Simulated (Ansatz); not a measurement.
This geometry of BCl2F + FH (6 atoms, charge 0, multiplicity 1) is a first-order saddle point.

Level of theory: RKS PBE/6-31G* (Ansatz 0.2.0).

```xyz
6
Properties=species:S:1:pos:R:3
B -0.069 -0.225 0.022
Cl -0.054 0.235 2.011
F 1.125 0.012 -0.516
Cl -1.550 0.296 -0.802
F -0.158 -1.737 0.447
H -0.130 -1.287 1.520
```

Q: Which two structures does it join? (They come from a converged band through this point; their orientation in space is the band's.)

A: Bonds broken: B1–Cl2, F5–H6. Bonds formed: B1–F5, Cl2–H6. BCl2F + FH becomes BClF2 + ClH.

First end point:

```xyz
6
Properties=species:S:1:pos:R:3
B -0.050 0.208 0.096
Cl -0.031 0.653 1.829
F 1.110 0.044 -0.518
Cl -1.538 0.357 -0.831
F -0.185 -2.051 0.583
H -0.142 -1.918 1.521
```

Last end point:

```xyz
6
Properties=species:S:1:pos:R:3
B -0.088 -0.329 -0.791
Cl -0.035 -0.588 3.621
F 1.096 0.007 -1.276
Cl -1.565 0.296 -1.493
F -0.144 -1.164 0.250
H -0.099 -0.929 2.370
```

Q: How far does it lie above each of them?

A: 0.33 eV above the first and 1.12 eV above the second. This is the barrier of this one path; another mechanism may lie lower. The orbitals stay closed-shell, which can raise the energy where a bond breaks towards radicals; this wasn't checked here.

Run time: 2.6 min on 2 threads of Arm Neoverse V2, with other jobs on the host, peak memory 0.14 GiB.
